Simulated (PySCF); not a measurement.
Compound: C2H7FOSi2.
SMILES with atom numbers: `[CH2:1]=[CH:2][SiH2:3][O:4][SiH2:5][F:6]` (hydrogens: H7, H8 on C1; H9 on C2; H10, H11 on Si3; H12, H13 on Si5)

Computed with PySCF at B3LYP/def2-SVPD, non-relativistic, on one gas-phase PBE0-D3(BJ)/def2-SVP geometry that isn't relaxed in the solvent. The solvent is an IEF-PCM continuum (Bondi radii, 1.10 Å for H, scaled by 1.2), and excitations are vertical TDDFT with non-equilibrium linear response and a frozen core. The model holds no explicit solvent molecules, cavitation or dispersion.

Gas-phase singlets (H = HOMO, L = LUMO):

```tsv
state	E (eV)	λ (nm)	f	leading configurations
S1	6.349	195	0.003	H-1→L 62%, H-2→L 36%
S2	6.628	187	0.068	H-2→L 43%, H→L 34%
S3	6.968	178	0.203	H→L 44%, H-2→L 19%
S4	7.355	169	0.030	H→L+1 52%, H→L+2 34%
S5	7.468	166	0.070	H→L+2 46%, H→L+1 22%
```

**Question.** How does the list change in benzene (ε = 2.271)?

**Answer.** 
```json
{"state": "S1", "E (eV)": "6.335", "λ (nm)": "196", "f": "0.006", "leading configurations": "H-1→L 64%, H-2→L 33%", "change by rank (eV)": "-0.014"}
{"state": "S2", "E (eV)": "6.595", "λ (nm)": "188", "f": "0.174", "leading configurations": "H→L 53%, H-2→L 31%", "change by rank (eV)": "-0.033"}
{"state": "S3", "E (eV)": "6.888", "λ (nm)": "180", "f": "0.227", "leading configurations": "H-2→L 33%, H→L 33%", "change by rank (eV)": "-0.080"}
{"state": "S4", "E (eV)": "7.307", "λ (nm)": "170", "f": "0.040", "leading configurations": "H→L+1 71%, H→L+2 14%", "change by rank (eV)": "-0.048"}
{"state": "S5", "E (eV)": "7.418", "λ (nm)": "167", "f": "0.064", "leading configurations": "H→L+2 71%, H→L+1 10%", "change by rank (eV)": "-0.050"}
```

**Question.** Give the list for acetonitrile (ε = 35.69), n² = 1.81.

**Answer.** 
| state | E (eV) | λ (nm) | f | leading configurations | change by rank (eV) |
| --- | --- | --- | --- | --- | --- |
| S1 | 6.328 | 196 | 0.005 | H-1→L 66%, H-2→L 31% | -0.021 |
| S2 | 6.617 | 187 | 0.148 | H→L 50%, H-2→L 33% | -0.011 |
| S3 | 6.912 | 179 | 0.218 | H→L 35%, H-2→L 32% | -0.056 |
| S4 | 7.292 | 170 | 0.034 | H→L+1 79%, H→L+2 10% | -0.063 |
| S5 | 7.440 | 167 | 0.066 | H→L+2 72% | -0.028 |

**Question.** How do the frontier levels move from gas to acetonitrile?

**Answer.** 
```tsv
orbital	gas (eV)	solvent (eV)	change (eV)	Löwdin shares, gas	Löwdin shares, solvent
LUMO+2	0.22	0.32	+0.10	Si5 29 %, Si3 21 %, O4 9 %, C2 8 %	Si5 26 %, Si3 21 %, O4 10 %, C2 9 %
LUMO+1	0.14	0.19	+0.05	Si5 30 %, O4 13 %, H13 12 %, H12 11 %	Si5 33 %, F6 14 %, O4 12 %, H13 12 %
LUMO	-0.97	-0.85	+0.12	C1 36 %, C2 29 %, Si3 11 %, H7 5 %	C1 36 %, C2 28 %, Si3 12 %, H7 5 %
HOMO	-7.96	-7.85	+0.11	C2 38 %, C1 37 %, Si3 7 %	C2 39 %, C1 37 %, Si3 7 %
HOMO-1	-8.47	-8.36	+0.11	O4 30 %, Si3 13 %, H10 12 %, Si5 10 %	O4 27 %, Si3 14 %, C2 12 %, H10 12 %
HOMO-2	-8.73	-8.61	+0.12	C2 22 %, Si3 18 %, O4 18 %, H11 12 %	C2 20 %, O4 18 %, Si3 18 %, H11 13 %
HOMO-3	-9.59	-9.50	+0.09	Si5 19 %, Si3 17 %, H13 13 %, H12 12 %	Si5 19 %, Si3 17 %, H13 13 %, H12 12 %
```

The HOMO–LUMO gap goes from 6.99 to 7.00 eV.

The values belong to the conformer `[CH2:1]=[CH:2][SiH2:3][O:4][SiH2:5][F:6]`: C1–C2–Si3–O4 -123°, C2–Si3–O4–Si5 -22°, Si3–O4–Si5–F6 4°.
